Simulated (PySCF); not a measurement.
H$_{2}$Cl$_{3}$NTi (SMILES [NH2][Ti]([Cl])([Cl])[Cl]), singlet, at a GFN2-xTB geometry (such geometries of metal compounds can be far from the true shape); BLYP/STO-3G run with PySCF.

PySCF was given this input:
```python
from pyscf import gto, scf, dft

mol = gto.Mole()
mol.atom = '''
    Ti   -0.139371   -0.246005   -0.030698
    Cl    1.815466   -0.400736   -0.861508
    Cl    0.065581    0.326408    2.013463
    Cl   -1.096754    1.401779   -0.990771
    N    -1.071315   -1.793225   -0.215426
    H    -0.793603   -2.602188   -0.774091
    H    -1.974008   -1.999815    0.217317
'''
mol.basis = 'sto-3g'
mol.charge = 0
mol.spin = 0
mol.verbose = 4
mol.build()

mf = dft.RKS(mol)
mf.xc = 'blyp'
mf.kernel()
```

Output, abridged:

```
PySCF version 2.14.0

[INPUT] verbose = 4
[INPUT] num. atoms = 7
[INPUT] num. electrons = 82
[INPUT] charge = 0
[INPUT] spin (= nelec alpha-beta = 2S) = 0
[INPUT] symmetry False subgroup None
[INPUT] Mole.unit = angstrom
[INPUT] Symbol           X                Y                Z      unit          X                Y                Z       unit  Magmom
[INPUT]  1 Ti    -0.139371000000  -0.246005000000  -0.030698000000 AA   -0.263373019707  -0.464882075274  -0.058010812572 Bohr   0.0
[INPUT]  2 Cl     1.815466000000  -0.400736000000  -0.861508000000 AA    3.430733528460  -0.757281288254  -1.628014174122 Bohr   0.0
[INPUT]  3 Cl     0.065581000000   0.326408000000   2.013463000000 AA    0.123930128975   0.616821724867   3.804893631945 Bohr   0.0
[INPUT]  4 Cl    -1.096754000000   1.401779000000  -0.990771000000 AA   -2.072564686021   2.648978397167  -1.872285842161 Bohr   0.0
[INPUT]  5 N     -1.071315000000  -1.793225000000  -0.215426000000 AA   -2.024491943138  -3.388704129723  -0.407096140111 Bohr   0.0
[INPUT]  6 H     -0.793603000000  -2.602188000000  -0.774091000000 AA   -1.499692321633  -4.917422644630  -1.462819985491 Bohr   0.0
[INPUT]  7 H     -1.974008000000  -1.999815000000   0.217317000000 AA   -3.730334487700  -3.779102649797   0.410669612212 Bohr   0.0

nuclear repulsion = 545.836407291187
number of shells = 28
number of NR pGTOs = 156
number of NR cGTOs = 52
basis = sto-3g
ecp = {}

******** <class 'pyscf.dft.rks.RKS'> ********
method = RKS
initial guess = minao
damping factor = 0
level_shift factor = 0
DIIS = <class 'pyscf.scf.diis.CDIIS'>
diis_start_cycle = 1
diis_space = 8
diis_damp = 0
SCF conv_tol = 1e-09
SCF conv_tol_grad = None
SCF max_cycles = 50
direct_scf = True
direct_scf_tol = 1e-13
XC library pyscf.dft.libxc version 7.1.2
    S. Lehtola, C. Steigemann, M. J. T. Oliveira, and M. A. L. Marques,  SoftwareX 7, 1–5 (2018)
XC functionals = blyp
    A. D. Becke,  Phys. Rev. A 38, 3098 (1988)
    C. Lee, W. Yang, and R. G. Parr,  Phys. Rev. B 37, 785 (1988)
    B. Miehlich, A. Savin, H. Stoll, and H. Preuss,  Chem. Phys. Lett. 157, 200 (1989)
radial grids:
    Treutler-Ahlrichs [JCP 102, 346 (1995); DOI:10.1063/1.469408] (M4) radial grids

becke partition: Becke, JCP 88, 2547 (1988); DOI:10.1063/1.454033
pruning grids: <function nwchem_prune>
grids dens level: 3
symmetrized grids: False
atomic radii adjust function: <function treutler_atomic_radii_adjust>
small_rho_cutoff = 0
Set gradient conv threshold to 3.16228e-05
Initial guess from minao.
tot grids = 111064
init E= -2260.37467328522
  HOMO = -0.441570851204886  LUMO = -0.185955410821884  gap/eV = 6.95565
cycle= 1 E= -2261.51002509141  delta_E= -1.14  |g|= 0.623  |ddm|= 3.64
  HOMO = -0.118577183910137  LUMO = -0.0576233016909664  gap/eV = 1.65864
cycle= 2 E= -2260.46147240074  delta_E= 1.05  |g|= 2.07  |ddm|= 2.92
  HOMO = -0.149082353133277  LUMO = 0.0475492505291765  gap/eV = 5.35062
cycle= 3 E= -2261.63736110708  delta_E= -1.18  |g|= 0.138  |ddm|= 2.23
  HOMO = -0.175874046309617  LUMO = 0.0158938237199669  gap/eV = 5.21827
cycle= 4 E= -2261.64166660623  delta_E= -0.00431  |g|= 0.0864  |ddm|= 0.293
  HOMO = -0.165806170172245  LUMO = 0.0223657160622291  gap/eV = 5.12042
cycle= 5 E= -2261.64434631765  delta_E= -0.00268  |g|= 0.0207  |ddm|= 0.136
  HOMO = -0.16776005569952  LUMO = 0.0235156927027891  gap/eV = 5.20488
cycle= 6 E= -2261.64450161855  delta_E= -0.000155  |g|= 0.00173  |ddm|= 0.0304
  HOMO = -0.167844576928037  LUMO = 0.0236175204458778  gap/eV = 5.20995
cycle= 7 E= -2261.64450314861  delta_E= -1.53e-06  |g|= 0.000448  |ddm|= 0.00474
  HOMO = -0.167851235886282  LUMO = 0.0236184704060106  gap/eV = 5.21016
cycle= 8 E= -2261.64450325376  delta_E= -1.05e-07  |g|= 4.04e-05  |ddm|= 0.000987
  HOMO = -0.167852404182566  LUMO = 0.0236215743364228  gap/eV = 5.21027
cycle= 9 E= -2261.64450325433  delta_E= -5.71e-10  |g|= 4.01e-06  |ddm|= 5.64e-05
  HOMO = -0.167852594979233  LUMO = 0.0236223665999782  gap/eV = 5.21030
Extra cycle  E= -2261.64450325432  delta_E= 1.36e-11  |g|= 6.43e-06  |ddm|= 1.65e-05
converged SCF energy = -2261.64450325432
```
